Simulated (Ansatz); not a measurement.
Consider the homolysis of the C–O bond: `CC(C)(C)[O][AlH2]` → `C[C](C)C`• + `[O][AlH2]`•.

Isolated molecules relaxed with PBE0-D4/def2-TZVP in Ansatz; ΔE leaves out vibrations. CBS: MP2 limit from def2 TZ/QZ plus the TZ coupled-cluster correction, frozen cores. This one scheme is used for every species. No spin–orbit coupling; open shells (•) take unrestricted orbitals.

`CC(C)(C)[O][AlH2]`:

Cartesian coordinates in Å:
```
C -0.572 -0.077 -1.732
C -0.117 -0.122 -0.281
C -1.267 -0.549 0.623
C 1.061 -1.074 -0.123
O 0.290 1.187 0.069
Al 0.903 1.987 1.419
H -0.903 -1.062 -2.071
H 0.247 0.255 -2.372
H -1.400 0.626 -1.844
H -0.944 -0.577 1.667
H -1.631 -1.544 0.355
H -2.097 0.155 0.534
H 1.394 -1.104 0.918
H 0.790 -2.090 -0.421
H 1.896 -0.746 -0.747
H 1.188 3.527 1.229
H 1.162 1.208 2.777
```

`C[C](C)C`•:

```xyz
13

C     0.149    1.260    0.753
C     0.134    0.066   -0.130
C    -0.983   -0.091   -1.097
C     0.889   -1.142    0.290
H     1.140    1.434    1.182
H    -0.159    2.163    0.219
H    -0.545    1.147    1.604
H    -0.737   -0.806   -1.887
H    -1.897   -0.468   -0.607
H    -1.251    0.860   -1.565
H     0.339   -1.723    1.050
H     1.853   -0.882    0.736
H     1.068   -1.820   -0.549
```

`[O][AlH2]`•:

Z-matrix (Å, degrees):
```
Al
O 1 1.727
H 1 1.578 2 115.8
H 1 1.578 2 115.8 3 -180.0
```

```tsv
species	CCSD(T)/CBS(def2) energy (Eh)
`CC(C)(C)[O][AlH2]`	-476.06843
`C[C](C)C`•	-157.57643
`[O][AlH2]`•	-318.32719
```

**Question.** Work out ΔE.

**Answer.** ΔE = (-157.57643) + (-318.32719) − (-476.06843) = 0.16481 Eh = +103.4 kcal/mol.

Largest T1 diagnostic among the species: 0.018.

From r2SCAN to r2SCAN0 (25 % exact exchange), in def2-TZVPP and without D4, ΔE moves by −1.1 kcal/mol: exact exchange takes away binding that semilocal exchange gives to molecules. The D4 term adds +5.0 kcal/mol with B3LYP and +2.8 kcal/mol with PBE0; it sums over pairs of atoms, weighted by their polarisabilities, and B3LYP, whose exchange is more repulsive, gets the larger term. At CCSD(T), def2-SVP lies −3.1 kcal/mol from the extrapolated value and def2-TZVPP −2.8 kcal/mol: correlation converges slowly with the basis, and small sets miss more of it in the bonded molecule than in its fragments.

B3LYP here is the variant with VWN-RPA as its local correlation; programs differ in this.
